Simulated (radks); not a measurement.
Ionisation of neutral magnesium, [Ne] 3s2, to [Ne] 3s1 as the strength of local exchange is varied. All-electron calculation, non-relativistic Kohn-Sham, Slater X-alpha exchange (alpha = 2/3 is LDA exchange), no correlation, spin-unpolarised, spherical densities, point nucleus. Program: a radial shooting solver on a logarithmic mesh with Libxc functionals.

alpha  E(Mg) (hartree)  exchange (hartree)  IE (eV)  -e of the level emptied (eV)  <r> of it (bohr)
0.568       -196.10742           -12.27084    6.497                    3.336 (3s)             3.331
0.677       -198.47419           -14.77447    7.163                    3.925 (3s)             3.209
0.825       -201.72612           -18.25018    8.117                    4.785 (3s)             3.060
0.867       -202.65699           -19.25251    8.398                    5.042 (3s)             3.021
1.002       -205.67310           -22.52205    9.330                    5.904 (3s)             2.903
?           -198.25606           -14.54279    7.101                    3.869 (3s)             3.219

Which alpha was used in the last row?

Answer. alpha = 0.667. NIST Atomic Spectra Database: 7.646 eV (measured). The Delta-SCF value meets it near alpha = 0.75. Spin polarisation and multiplet splitting are left out, so open shells lie too high by an amount that depends on their filling.

Beside tabulated values, note that spin-unpolarised runs miss the spin-polarisation part of the exchange energy of open shells.
